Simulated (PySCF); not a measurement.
## Excitation energy of F²⁺ by level of theory

F²⁺ [He] 2s2 2p3 (4S) → F²⁺ [He] 2s1 2p3 3s1 (6S), as a difference of total energies. Computed with PySCF 2.14 in aug-cc-pV5Z (7s6p5d4f3g2h, 127 functions), with the non-relativistic Hamiltonian (point nucleus). Correlated levels: valence: 1s2 frozen. The calculations carry no spin-orbit coupling.

| method | excitation energy (cm⁻¹) |
| --- | --- |
| UHF | 371750 |
| LDA | 390250 |
| PBE0 | 388960 |
| r2SCAN | 385870 |
| BHandHLYP | 397540 |
| HSE06 | 388860 |
| PW91 | 390080 |
| SCS-MP2 (valence) | 392730 |

Estimate what PBE gives.

389350 cm⁻¹, closest to PBE0 among the rows shown.

Estimate what MP2 (valence) gives.

388290 cm⁻¹, closest to HSE06 among the rows shown.

The promoted electron is Rydberg-like, and one or two diffuse shells describe it only roughly, which tends to raise the upper state.
